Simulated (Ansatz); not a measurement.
One geometry of (NaF)2 ring (Na2F2), several levels of theory.

```yaml
crystal:
  periodic: [false, false, false]
  atoms:
    - {symbol: Na, position_ang: [-0.018015, -1.332127, 0.508151]}
    - {symbol: F, position_ang: [-1.128374, 0.382380, 0.962398]}
    - {symbol: Na, position_ang: [0.018146, 1.332178, -0.508022]}
    - {symbol: F, position_ang: [1.128242, -0.382431, -0.962538]}
basis:
  gaussian: {orbitals: def2-TZVPP, initial_orbitals: start.molden}
correlation: {method: ccsd_t}
scf: {omitted_lower_state_checks: [starts]}
output: {orbitals: {seedname: orbitals}}
```

The file start.molden holds the orbitals of an earlier run on this structure, at another level or in another basis.

```sh
$ ansatz run in.yaml --threads 4 --pin off --events-out ev --progress --plain --max-ram 3916MiB
```

Output, abridged:

```
Functional definition: HF
984 factors; integrals over basis functions are off by at most 8.6e-4 eV
mean field evaluation 1: about -14226.5761 eV, gradient 2.4e1 eV
mean field evaluation 2: about -14227.0106 eV, gradient 7.4e-1 eV
mean field evaluation 4: about -14227.0429 eV, gradient 1.1e-2 eV
mean field evaluation 8: about -14227.0429 eV, gradient 1.4e-6 eV
mean field -14227.04290105 eV, -522.8341831777 hartree, gradient 2.2e-6 eV, S^2 0.000000; 0 other end points of the search recorded, 0 dependent functions left out
4 core orbitals not correlated: weight in the atoms' cores, before any rotation towards them, 1.000 or more for the frozen orbitals, at most 0.000 for the correlated occupied ones
reference -14227.04290105 eV, -522.8341831777 hartree; 16, 16 occupied and 106, 106 virtual orbitals, 984 factors
second order -23.83306758 eV of doubles, -0.00000000 eV of singles
cycle   1  -23.55056760 eV  change    2.8e-1 eV  update   9.4e-2
cycle   2  -23.90021710 eV  change   -3.5e-1 eV  update   2.9e-2
cycle   3  -23.98606542 eV  change   -8.6e-2 eV  update   1.4e-2
cycle   4  -23.98458524 eV  change    1.5e-3 eV  update   4.6e-3
cycle   5  -23.97970651 eV  change    4.9e-3 eV  update   1.8e-3
cycle   6  -23.97945517 eV  change    2.5e-4 eV  update   6.7e-4
cycle   7  -23.97966686 eV  change   -2.1e-4 eV  update   2.2e-4
cycle   8  -23.97963111 eV  change    3.6e-5 eV  update   8.2e-5
cycle   9  -23.97959072 eV  change    4.0e-5 eV  update   2.4e-5
cycle  10  -23.97960720 eV  change   -1.6e-5 eV  update   1.1e-5
perturbative correction -0.50404102 eV, -0.0185231660 hartree
Total energy: -14251.52654928 eV, -523.7339406543 hartree
Checks for a lower state left out: starts
```

Hardware: 4 threads of Arm Neoverse V2 on a shared host. Wall time 2.9 s.

As the first input, with `gaussian: {orbitals: def2-TZVP, initial_orbitals: start.molden}`, `hamiltonian: {xc: hse06, dispersion: d4}` and without the key `correlation` (abridged; 0.95 s):

```
Functional definition: HSE06
mean field -14261.93062561 eV, -524.1162834074 hartree, gradient 2.7e-5 eV, S^2 0.000000
Total energy: -14261.96455380 eV, -524.1175302455 hartree
Checks for a lower state left out: starts
```

First input, but with `gaussian: {orbitals: def2-TZVP, initial_orbitals: start.molden}`, `hamiltonian: {xc: {name: CAM-B3LYP}, dispersion: d4}` and without the key `correlation` (abridged; 1 s):

```
Functional definition: CAM-B3LYP
mean field -14271.79665243 eV, -524.4788532056 hartree, gradient 2.2e-5 eV, S^2 0.000000
Total energy: -14271.83378020 eV, -524.4802176259 hartree
Checks for a lower state left out: starts
```

First input, but with `gaussian: {orbitals: def2-TZVP, initial_orbitals: start.molden}`, `hamiltonian: {xc: {name: B2PLYP}}` and without the key `correlation`, `output` (abridged; 1.6 s):

```
Functional definition: B2PLYP
mean field -14259.35447568 eV, -524.0216116437 hartree, gradient 1.6e-6 eV, S^2 0.000000
4 core orbitals not correlated: weight in the atoms' cores, before any rotation towards them, 1.000 or more for the frozen orbitals, at most 0.000 for the correlated occupied ones
second order -27.70145976 eV of doubles, -0.00000000 eV of singles
Total energy: -14266.83407518 eV, -524.2964818553 hartree
Checks for a lower state left out: starts
```

As the first input, with `gaussian: {orbitals: def2-TZVP, initial_orbitals: start.molden}`, `hamiltonian: {xc: {name: r2SCANh}, dispersion: d4}` and without the key `correlation` (abridged; 1.6 s):

```
Functional definition: r2SCANh
mean field -14268.95780707 eV, -524.3745275629 hartree, gradient 5.0e-5 eV, S^2 0.000000
Total energy: -14268.96733208 eV, -524.3748776003 hartree
Checks for a lower state left out: starts
```

First input, but with `gaussian: {orbitals: def2-TZVP, initial_orbitals: start.molden}`, `correlation: {method: mp2}` (abridged; 0.55 s):

```
Functional definition: HF
mean field -14227.04290105 eV, -522.8341831777 hartree, gradient 2.2e-6 eV, S^2 0.000000
4 core orbitals not correlated: weight in the atoms' cores, before any rotation towards them, 1.000 or more for the frozen orbitals, at most 0.000 for the correlated occupied ones
second order -23.83306758 eV of doubles, -0.00000000 eV of singles
Total energy: -14250.87596864 eV, -523.7100322567 hartree
Checks for a lower state left out: starts
```

First input, but with `gaussian: {orbitals: def2-TZVP, initial_orbitals: start.molden}`, `hamiltonian: {xc: {name: wB97M-V}}` and without the key `correlation` (abridged; 3.2 s):

```
Functional definition: wB97M-V
mean field -14271.17292733 eV, -524.4559317308 hartree, gradient 5.7e-5 eV, S^2 0.000000
Total energy: -14271.17304610 eV, -524.4559360956 hartree
Checks for a lower state left out: starts
```

Geometry: PBE-D4/def2-TZVP.

HSE06 is defined as in plane-wave codes, on full-range PBE exchange. Correlated methods freeze 4 core orbitals; core or outer-core shells of Na are correlated, in sets that lack core-valence functions.
